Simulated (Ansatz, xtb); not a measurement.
Relative energy of two isomers of C6H4NP

We compare X, `N#CC1=CC=PC=C1`, a singlet, with Y, `N#CC1=CC=CC=P1`, a singlet. Both are isolated molecules in the gas phase, relaxed with B3LYP-D3(BJ)/def2-SVP.

X (Å):

```yaml
atoms:
  - { symbol: C, position_ang: [-0.4137, 0.2924, -2.8797] }
  - { symbol: C, position_ang: [-0.7583, -0.1752, -1.5665] }
  - { symbol: C, position_ang: [-1.6236, -1.2803, -1.4446] }
  - { symbol: C, position_ang: [-2.0146, -1.8051, -0.2183] }
  - { symbol: C, position_ang: [-0.4934, 0.1098, 0.8627] }
  - { symbol: C, position_ang: [-0.2190, 0.4878, -0.4465] }
  - { symbol: N, position_ang: [-0.1350, 0.6704, -3.9416] }
  - { symbol: P, position_ang: [-1.5233, -1.2132, 1.3487] }
  - { symbol: H, position_ang: [-1.9973, -1.7365, -2.3656] }
  - { symbol: H, position_ang: [-2.6907, -2.6664, -0.2284] }
  - { symbol: H, position_ang: [-0.0253, 0.6887, 1.6657] }
  - { symbol: H, position_ang: [0.4446, 1.3373, -0.6303] }
```

Y (Å):

```xyz
12

C    -2.3163    1.0845   -2.4926
C    -1.5942    0.3632   -1.4860
C    -1.0228   -0.8724   -1.8334
C    -0.2994   -1.6612   -0.9390
C    -0.0775   -1.2896    0.3912
C    -0.5574   -0.1016    0.9413
N    -2.9036    1.6769   -3.3015
P    -1.4928    1.1087    0.1123
H    -1.1550   -1.2291   -2.8587
H     0.1097   -2.6089   -1.2962
H     0.5012   -1.9667    1.0273
H    -0.3335    0.1049    1.9933
```

Quicker runs give these differences E(Y) − E(X): GFN2-xTB −0.18 kcal/mol; HF/STO-3G −1.18 kcal/mol (at GFN2-xTB geometries); r2SCAN-D4/def2-SVP −0.38 kcal/mol (at GFN2-xTB geometries).

Q: Estimate E(Y) − E(X) at the level CCSD(T)/def2-SVP + ΔMP2/def2-TZVPP.

A: CCSD(T)/def2-SVP + ΔMP2/def2-TZVPP gives E(Y) − E(X) = +0.13 kcal/mol, slightly favouring structure X, which is too small a margin to settle the true order.

The same difference at several levels:

```tsv
level	geometry	E(Y) − E(X) (kcal/mol)	departure from the last row (kcal/mol)	job, with rough time for the two
GFN2-xTB	GFN2-xTB	−0.18	−0.31	optimisation, 0.16 s
HF/STO-3G	GFN2-xTB	−1.18	−1.30	single point, 0.6 s
r2SCAN-D4/def2-SVP	GFN2-xTB	−0.38	−0.51	single point, 6.2 s
B3LYP-D3(BJ)/def2-SVP	B3LYP-D3(BJ)/def2-SVP	−0.35	−0.48	optimisation, 45 s
HF/def2-SVP	B3LYP-D3(BJ)/def2-SVP	+0.06	−0.06	part of the CCSD(T) run
MP2/def2-SVP	B3LYP-D3(BJ)/def2-SVP	−0.36	−0.48	part of the CCSD(T) run
CCSD(T)/def2-SVP	B3LYP-D3(BJ)/def2-SVP	−0.18	−0.31	single point
CCSD(T)/def2-SVP + ΔMP2/def2-TZVPP	B3LYP-D3(BJ)/def2-SVP	+0.13		single point, 1.9 min
```

As drawn, both hold the same kinds of bond in the same numbers.

The largest departure from CCSD(T)/def2-SVP + ΔMP2/def2-TZVPP is that of HF/STO-3G, 1.30 kcal/mol. The last row adds to CCSD(T) the change of the MP2 difference between the two basis sets, here +0.31 kcal/mol.

With thermal terms from frequencies at re-optimised GFN2-xTB minima (ideal gas, soft modes damped towards free rotors, one conformer each, 298.15 K, 1 atm): the zero-point term adds +0.08 kcal/mol; ΔH is +0.23 and ΔG −0.23 kcal/mol.

The correlated steps freeze 12 core orbitals. Run with Ansatz 0.2.0, xtb 6.7.1; the last row on 2 threads of Arm Neoverse V2 on a shared host.
